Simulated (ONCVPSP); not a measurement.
**Which setting gave this result? (W, ONCV)**

Base potential:

W (Z = 74), optimised norm-conserving Vanderbilt (ONCV), made with ONCVPSP 4.0.1 (PBE, scalar-relativistic). Core [Kr] 4d10 4f14 5s2, reference 5p6 5d4 6s2. Waves: 6s: rc 2.60 bohr, ncon 3, nbas 6, qcut 2.5 1/bohr, 3 projectors, debl 0.6 Ha; 5p: rc 1.65 bohr, ncon 4, nbas 7, qcut 7.7 1/bohr, 3 projectors, debl 3.7 Ha; 5d: rc 2.60 bohr, ncon 4, nbas 9, qcut 4.9 1/bohr, 3 projectors, debl 0.3 Ha. Local part: polynomial inside 1.35 bohr (lpopt 5, dvloc0 1 Ha). Core correction: Teter function, fcfact 3, rcfact 1.75.

Cutoffs, loose and tight: the cutoffs (Ha) at which the residual kinetic energy of the hardest occupied pseudo-wave falls to 1 and 0.1 mHa per electron. They do not see the model core or the augmentation charge, which bear on the density cutoff. Test errors are all-electron minus pseudo excitation energies from the reference, over the configurations 5p6 5d4 6s1; 5p6 5d4 6s0; 5p6 5d3 6s0; 5p6 5d4 6s0 6p1; variants that change the core or the reference have their own tests.

Only the qcut of the p channel is moved:

| qcut of the p channel (1/bohr) | cutoff, loose | cutoff, tight | bound ghosts | largest test error (meV) |
| --- | --- | --- | --- | --- |
| 4.8 | 12 Ha | 48 Ha | s | -156 |
| 6.4 | 16 Ha | 32 Ha | s | -155 |
| 8.9 | 25 Ha | 30 Ha | s | -151 |
| 9.8 | 28 Ha | 34 Ha | s | -147 |
| 11.2 | 34 Ha | 41 Ha | s | -143 |

Problem. One more run gave cutoff, loose: 20 Ha; cutoff, tight: 24 Ha; bound ghosts: s; largest test error (meV): -152. Which value of the qcut of the p channel was used?

Solution. 7.3 1/bohr. The loose cutoff moves one way along this sweep, from 12 Ha at 4.8 to 34 Ha at 11.2 1/bohr, which places the run between 6.4 and 8.9 1/bohr.
